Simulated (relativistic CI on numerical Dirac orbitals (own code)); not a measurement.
Computed by Dirac-Coulomb-Breit CI, orbitals from a KLI potential per configuration, model QED, unscaled Slater integrals (own radial code, finite nucleus).

The strongest absorption lines from the ground level of an ion, among the configurations computed and to levels below about 87.6 eV (vacuum wavelength in Å, gf): 148.53 (0.12), 151.83 (0.83), 154.40 (0.067), 162.86 (0.18), 164.33 (0.05), 170.37 (0.3), 175.93 (0.98), 178.72 (0.27).

(1) Which ion is it?
A. At XV
B. Bi XV
C. Au IX
D. Bi XIII

Answers

(1) D. Bi XIII has 71 electrons and the ground level 5s²5p⁶5d³ ⁴F3/2; the strongest line goes to 5s²5p⁶5d²6p ⁴F°3/2. The pattern of lines fixes the number of electrons, and along that sequence the line energies rise steadily with the charge (about as its square where n changes within one kind of shell, about linearly where n is kept but much faster in heavy ions where fine structure, which grows about as Z⁴, sets the gap, and irregularly where shells cross), which fixes Z. Configurations outside the model, such as inner-shell arrays, can give stronger lines. At this charge energies of transitions that change n are usually good to better than 1 %, and those within a shell (Δn = 0) to a few per cent. Terms inside the open d or f shell come out 10 to 20 % too wide with unscaled integrals. Levels and lines within the n = 5 or 6 shells can be off by up to 10 % or somewhat more, and those that change n by about 2 %, since core polarisation is missing.

LS names give the leading component of a level, which can be under half, so a name can repeat, a term be missing and a line seem to break the LS rules.
